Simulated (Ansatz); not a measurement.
Relaxation of BClFH3S (7 atoms, charge 0, multiplicity 1), to a largest force component of 0.03 eV/Å in at most 50 steps.

Theory: RKS B3LYP/def2-SVP (Ansatz 0.2.0).

```xyz
7
Properties=species:S:1:pos:R:3
B 0.091 0.240 -0.091
H 0.035 0.279 1.102
Cl 1.536 0.756 -0.941
F -0.981 -0.087 -0.780
S 0.548 -2.646 0.923
H -0.737 -2.851 0.555
H 0.214 -1.507 1.626
```

Q: Where does it end, and by what steps?

A: It did not converge within its limit. The force dipped under the threshold on the way, but the program's further checks kept it going. After 49 steps the energy has fallen by 0.153 eV; H7 moved furthest, 1.10 Å.

```tsv
step	energy less start (eV)	largest force component (eV/Å)	accepted
0	0.0000	0.794	yes
2	0.1755	2.238	no
4	-0.0937	0.237	yes
6	-0.1205	0.273	yes
8	-0.1390	0.181	yes
10	-0.1437	0.104	yes
12	-0.1461	0.051	yes
14	-0.1477	0.065	yes
16	-0.1488	0.115	yes
18	-0.1492	0.059	yes
20	-0.1497	0.098	yes
22	-0.1500	0.084	yes
24	-0.0836	1.107	no
26	-0.1499	0.205	no
28	-0.1508	0.019	yes
30	-0.1510	0.047	yes
32	-0.1512	0.035	yes
34	-0.1509	0.111	no
36	-0.1515	0.043	yes
38	-0.1512	0.117	no
40	-0.1519	0.062	yes
42	-0.1522	0.085	yes
44	-0.1340	0.786	no
46	-0.1526	0.082	yes
48	-0.1530	0.061	yes
49	-0.1531	0.084	yes
```

```xyz
7
Properties=species:S:1:pos:R:3
B 0.103 0.444 -0.089
H 0.350 0.904 0.990
Cl 1.305 0.456 -1.374
F -1.121 0.035 -0.376
S 0.625 -2.421 1.192
H -0.042 -2.959 0.142
H -0.515 -2.275 1.909
```

Run time: 2.8 min on 1 thread of Arm Neoverse V1 (shared host), peak memory 0.15 GiB.
